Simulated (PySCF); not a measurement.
B(I)3 anion (BI3), SMILES IB(I)I (connectivity only; charge and spin as stated), charge -1, multiplicity 2.

Coordinates come from a PBE0-D3(BJ)/def2-SVPD optimisation. The spin state was assumed, not searched. The isomer is the one that the SMILES or the coordinates give; other isomers of the formula were not compared. The def2 effective core potentials stand for the cores of I; spin–orbit coupling is left out.

Computed with PBE0-D3(BJ)/def2-SVPD (PySCF 2.14.0).

Frequencies are harmonic and unscaled.

Modes within 1.5 cm⁻¹ of each other (mostly degenerate sets) share a row, with their intensities summed.

Computed vibrational spectrum:
```json
[
 {"mode": "1–2", "ν (cm⁻¹)": "90", "IR (km/mol)": "0.6", "moving atoms (share of kinetic energy)": "I 98 %"},
 {"mode": "3", "ν (cm⁻¹)": "141", "IR (km/mol)": "0.5", "moving atoms (share of kinetic energy)": "I 96 %"},
 {"mode": "4", "ν (cm⁻¹)": "318", "IR (km/mol)": "5.2", "moving atoms (share of kinetic energy)": "B 93 %"},
 {"mode": "5–6", "ν (cm⁻¹)": "551", "IR (km/mol)": "319.5", "moving atoms (share of kinetic energy)": "B 95 %"}
]
```
